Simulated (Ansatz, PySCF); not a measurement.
Sn(F)2(Cl)(Me) (CH3ClF2Sn), SMILES [CH3][Sn]([F])([F])[Cl]. Atoms are numbered in the order given.

```xyz
8

C      1.7394    -1.4370     0.0000
Sn    -0.0205    -0.2221     0.0000
F     -1.1555    -0.6099     1.5175
F     -1.1555    -0.6099    -1.5175
Cl     0.3142     2.0943     0.0000
H      2.6175    -0.7790     0.0000
H      1.7152    -2.0593    -0.9040
H      1.7152    -2.0593     0.9040
```

The structure is a stationary point at B3LYP-D3(BJ)/def2-SVP. The structure was generated by enumeration; whether it is a known compound was not checked. The def2 effective core potentials stand for the cores of Sn; spin–orbit coupling is left out.

Vertical ionisation energy (IE) and electron affinity (EA) in eV. Rows of orbital energies are one-electron estimates. Where ΔSCF, EOM or ADC give a negative EA the extra electron is unbound and the value depends on the basis.

```tsv
level	IE	EA
−ε(HOMO), −ε(LUMO), ωB97X/def2-TZVP (PySCF)	11.89	0.13
−ε(HOMO), −ε(LUMO), PBE/def2-TZVP (PySCF)	8.05	3.18
ΔSCF, PBE0/def2-SVPD (Ansatz), final states of multiplicity 2 and 2	11.74	0.60
ΔSCF, PBE/def2-SVPD (Ansatz), final states of multiplicity 2 and 2	11.24	0.74
```

Question: What vertical singlet–triplet gap does ΔSCF give with PBE0/def2-SVPD (Ansatz, an electronic-structure program) and with PBE/def2-SVPD (Ansatz)? (The exact figures need the calculation; the answer reports its results.)

Answer: 5.34 and 4.82 eV (triplet above singlet where positive).
